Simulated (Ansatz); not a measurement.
Born–Oppenheimer molecular dynamics of CH$_{7}$O$_{3}$Sn (12 atoms, charge 0, multiplicity 2). It starts at the highest image of a converged band. Of that band: The profile has 2 maxima (images 1, 3) with wells between them (image 2): this band takes more than one step, which may be the mechanism or a detour left from its start path. A vibrational analysis at the climbing image gives one clearly imaginary mode, 155i cm⁻¹: a first-order saddle point.

All numbers below come from UKS PBE/def2-SVP (Ansatz 0.2.0).

```yaml
ensemble: NVE (velocity Verlet)
time_step: 0.5 fs
steps_asked: 200
starting_velocities_drawn_for: 300 K
seed: 8461
```

Frames 2.5 fs apart, positions in Å, forces in eV/Å.

Velocities at 0 fs (Å/ps):

```
Sn 0.21 0.63 0.74
H 18.29 -13.01 -21.57
O 0.02 -0.64 1.00
H 14.61 29.22 11.07
O 3.19 0.70 -2.60
H -24.04 -1.15 10.82
C -2.88 -10.10 -1.55
H -35.95 -15.93 0.28
H 13.51 24.01 -6.74
H -3.65 -9.27 8.23
O -1.14 1.43 -2.59
H -5.91 8.99 -4.18
```

```xyz
12
Properties=species:S:1:pos:R:3:forces:R:3 time_fs=0 energy_less_start_eV=0.000 T=300
Sn -1.068 0.319 -0.090 0.00 -0.01 0.02
H 0.981 0.056 2.424 0.01 0.02 0.00
O 0.960 0.506 0.156 0.00 -0.01 -0.01
H 1.233 -0.320 0.616 0.00 0.01 0.01
O -1.317 1.214 -1.899 0.00 0.00 -0.02
H -0.623 1.894 -2.015 0.00 0.00 0.00
C -1.523 -1.822 -0.480 0.01 0.00 0.00
H -2.616 -1.983 -0.441 0.00 0.00 0.00
H -1.124 -2.044 -1.488 -0.01 0.00 0.01
H -1.009 -2.408 0.304 0.00 0.00 0.00
O 0.793 -0.902 2.496 -0.02 -0.03 -0.01
H 1.433 -1.220 3.160 0.01 0.01 0.01
12
Properties=species:S:1:pos:R:3:forces:R:3 time_fs=2.5 energy_less_start_eV=0.126 T=205
Sn -1.068 0.321 -0.088 -0.09 -0.16 0.04
H 1.027 0.033 2.369 0.00 0.56 -0.03
O 0.960 0.505 0.158 -0.23 0.90 -0.54
H 1.273 -0.260 0.650 0.20 -0.90 0.37
O -1.310 1.215 -1.905 -0.99 -1.17 0.25
H -0.667 1.908 -1.990 1.03 1.12 -0.17
C -1.532 -1.847 -0.484 -1.22 -0.02 0.17
H -2.684 -2.020 -0.443 1.68 0.24 -0.19
H -1.093 -1.986 -1.502 -0.25 -0.20 0.32
H -1.019 -2.429 0.321 -0.11 0.15 -0.36
O 0.790 -0.899 2.490 -0.30 -0.29 -0.19
H 1.422 -1.201 3.154 0.28 -0.24 0.33
12
Properties=species:S:1:pos:R:3:forces:R:3 time_fs=5 energy_less_start_eV=0.124 T=205
Sn -1.067 0.322 -0.086 -0.16 -0.29 0.09
H 1.072 0.035 2.314 -0.31 -0.25 0.20
O 0.959 0.507 0.159 0.37 -0.12 0.19
H 1.320 -0.243 0.698 -0.39 0.12 -0.52
O -1.306 1.212 -1.911 0.52 0.51 0.08
H -0.664 1.971 -1.974 -0.48 -0.60 0.03
C -1.546 -1.873 -0.487 -0.40 0.48 0.09
H -2.663 -2.043 -0.455 0.83 0.15 -0.23
H -1.076 -1.939 -1.498 -0.30 -0.37 0.31
H -1.035 -2.443 0.318 0.05 0.05 -0.26
O 0.786 -0.896 2.482 0.43 0.36 0.16
H 1.425 -1.194 3.164 -0.16 -0.03 -0.13
12
Properties=species:S:1:pos:R:3:forces:R:3 time_fs=7.5 energy_less_start_eV=0.237 T=118
Sn -1.067 0.324 -0.084 -0.22 -0.38 0.08
H 1.099 0.027 2.271 -0.41 -0.38 0.36
O 0.959 0.509 0.160 0.56 -0.31 0.36
H 1.346 -0.224 0.719 -0.57 0.29 -0.83
O -1.300 1.211 -1.916 0.79 0.88 0.13
H -0.683 2.006 -1.958 -0.74 -1.01 0.03
C -1.561 -1.895 -0.489 1.84 1.27 0.10
H -2.603 -2.059 -0.480 -1.80 -0.21 -0.17
H -1.075 -1.915 -1.477 -0.08 -0.45 -0.15
H -1.048 -2.454 0.301 0.28 -0.18 0.10
O 0.784 -0.893 2.476 0.65 0.42 0.27
H 1.419 -1.189 3.168 -0.30 0.06 -0.29
12
Properties=species:S:1:pos:R:3:forces:R:3 time_fs=10 energy_less_start_eV=0.225 T=127
Sn -1.067 0.325 -0.082 -0.25 -0.45 0.00
H 1.103 0.002 2.247 -0.09 0.54 0.18
O 0.962 0.510 0.162 -0.12 0.87 -0.55
H 1.343 -0.195 0.697 0.09 -0.90 0.05
O -1.292 1.212 -1.921 -0.55 -0.98 0.33
H -0.737 1.993 -1.941 0.62 0.82 -0.09
C -1.568 -1.912 -0.491 0.90 1.26 0.31
H -2.631 -2.085 -0.516 -0.91 -0.08 -0.07
H -1.079 -1.916 -1.466 0.12 -0.43 -0.51
H -1.045 -2.474 0.288 0.19 -0.19 0.17
O 0.783 -0.888 2.470 -0.15 -0.29 -0.03
H 1.399 -1.182 3.158 0.16 -0.16 0.22
12
Properties=species:S:1:pos:R:3:forces:R:3 time_fs=12.5 energy_less_start_eV=0.235 T=120
Sn -1.067 0.326 -0.080 -0.26 -0.54 -0.10
H 1.101 0.003 2.235 -0.02 0.56 0.18
O 0.964 0.514 0.162 -0.12 0.81 -0.47
H 1.341 -0.212 0.673 0.08 -0.84 0.03
O -1.285 1.211 -1.924 -0.43 -0.83 0.35
H -0.762 2.018 -1.928 0.48 0.66 -0.07
C -1.571 -1.923 -0.491 -0.86 0.68 -0.02
H -2.706 -2.115 -0.555 1.44 0.27 0.16
H -1.079 -1.943 -1.480 -0.07 -0.34 -0.10
H -1.032 -2.505 0.283 -0.18 0.05 -0.11
O 0.782 -0.884 2.464 -0.26 -0.37 -0.08
H 1.386 -1.184 3.159 0.21 -0.12 0.25
12
Properties=species:S:1:pos:R:3:forces:R:3 time_fs=15 energy_less_start_eV=0.238 T=118
Sn -1.067 0.326 -0.078 -0.24 -0.63 -0.20
H 1.096 0.033 2.234 -0.27 -0.39 0.37
O 0.966 0.520 0.160 0.51 -0.56 0.42
H 1.340 -0.274 0.646 -0.56 0.52 -0.72
O -1.280 1.206 -1.926 0.64 1.01 0.32
H -0.763 2.074 -1.920 -0.63 -1.18 -0.04
C -1.578 -1.930 -0.492 -0.37 0.44 -0.55
H -2.708 -2.131 -0.585 1.38 0.28 0.31
H -1.082 -1.990 -1.500 -0.28 -0.17 0.44
H -1.030 -2.534 0.273 -0.39 0.22 -0.22
O 0.781 -0.881 2.458 0.42 0.27 0.16
H 1.383 -1.191 3.172 -0.21 0.19 -0.29
12
Properties=species:S:1:pos:R:3:forces:R:3 time_fs=17.5 energy_less_start_eV=0.161 T=176
Sn -1.067 0.327 -0.076 -0.21 -0.69 -0.33
H 1.077 0.046 2.255 -0.16 -0.33 0.22
O 0.969 0.525 0.160 0.28 -0.50 0.27
H 1.311 -0.312 0.582 -0.36 0.46 -0.40
O -1.273 1.205 -1.927 0.18 0.35 0.35
H -0.794 2.072 -1.914 -0.21 -0.51 -0.05
C -1.586 -1.934 -0.495 1.64 0.81 -0.56
H -2.640 -2.131 -0.598 -0.98 -0.05 0.22
H -1.101 -2.047 -1.498 -0.10 0.02 0.28
H -1.048 -2.550 0.251 -0.21 0.10 0.10
O 0.781 -0.877 2.453 0.23 0.21 0.07
H 1.370 -1.188 3.170 -0.10 0.14 -0.16
12
Properties=species:S:1:pos:R:3:forces:R:3 time_fs=20 energy_less_start_eV=0.211 T=139
Sn -1.067 0.327 -0.075 -0.18 -0.71 -0.47
H 1.049 0.043 2.287 0.14 0.55 -0.11
O 0.973 0.529 0.161 -0.38 0.67 -0.32
H 1.262 -0.329 0.497 0.28 -0.73 0.32
O -1.265 1.205 -1.926 -0.85 -1.58 0.36
H -0.834 2.048 -1.911 0.80 1.42 -0.03
C -1.586 -1.935 -0.501 1.73 1.07 -0.20
H -2.623 -2.134 -0.597 -1.73 -0.09 0.18
H -1.124 -2.104 -1.481 0.27 0.08 -0.40
H -1.079 -2.561 0.236 0.08 -0.10 0.51
O 0.781 -0.873 2.447 -0.45 -0.44 -0.22
H 1.353 -1.178 3.162 0.28 -0.14 0.37
12
Properties=species:S:1:pos:R:3:forces:R:3 time_fs=22.5 energy_less_start_eV=0.160 T=177
Sn -1.067 0.326 -0.073 -0.14 -0.69 -0.51
H 1.028 0.066 2.314 0.07 0.12 -0.14
O 0.977 0.534 0.161 -0.26 -0.11 -0.06
H 1.226 -0.379 0.425 0.19 0.04 0.18
O -1.260 1.200 -1.925 -0.08 0.10 0.30
H -0.838 2.087 -1.909 -0.03 -0.24 -0.02
C -1.579 -1.930 -0.508 -0.69 0.35 -0.04
H -2.690 -2.139 -0.584 0.75 0.41 0.26
H -1.134 -2.156 -1.485 0.24 0.13 -0.41
H -1.106 -2.575 0.248 0.03 0.09 0.33
O 0.780 -0.870 2.441 -0.10 -0.19 0.07
H 1.349 -1.175 3.171 0.01 -0.02 0.05
12
Properties=species:S:1:pos:R:3:forces:R:3 time_fs=25 energy_less_start_eV=0.272 T=91
Sn -1.067 0.326 -0.072 -0.09 -0.66 -0.52
H 1.011 0.093 2.334 -0.08 -0.68 -0.11
O 0.979 0.539 0.161 -0.08 -1.20 0.14
H 1.201 -0.425 0.365 0.04 1.14 0.04
O -1.255 1.195 -1.922 0.35 1.21 0.23
H -0.840 2.116 -1.909 -0.50 -1.33 -0.01
C -1.574 -1.924 -0.516 -1.03 -0.36 -0.05
H -2.723 -2.122 -0.557 1.56 0.53 0.10
H -1.131 -2.200 -1.509 -0.12 0.32 0.32
H -1.133 -2.583 0.279 -0.12 0.49 -0.20
O 0.779 -0.868 2.436 0.36 0.39 0.41
H 1.345 -1.172 3.182 -0.29 0.15 -0.34
12
Properties=species:S:1:pos:R:3:forces:R:3 time_fs=27.5 energy_less_start_eV=0.202 T=144
Sn -1.068 0.324 -0.071 -0.05 -0.63 -0.54
H 0.990 0.088 2.346 0.08 -0.08 -0.22
O 0.981 0.540 0.161 -0.40 -0.26 -0.10
H 1.181 -0.413 0.309 0.37 0.18 0.28
O -1.250 1.193 -1.918 -0.45 -0.52 0.20
H -0.865 2.081 -1.910 0.28 0.43 -0.01
C -1.574 -1.919 -0.523 0.34 -0.17 0.08
H -2.674 -2.074 -0.525 0.06 0.29 -0.12
H -1.133 -2.225 -1.516 -0.21 0.37 0.53
H -1.164 -2.564 0.299 0.05 0.46 -0.29
O 0.779 -0.865 2.431 -0.11 -0.03 0.10
H 1.328 -1.163 3.177 0.01 -0.05 0.08
```

Of the whole run (100 fs, mean temperature of the second half 203 K): The conserved energy stayed within 0.21 meV per atom of its start (net change 0.064 meV per atom), so the integration is sound. A run of 0.1 ps of so small a system gives no equilibrium averages.

Time of the run: 6.3 min on 4 threads of Arm Neoverse V2, with other jobs on the host, peak memory 0.2 GiB.
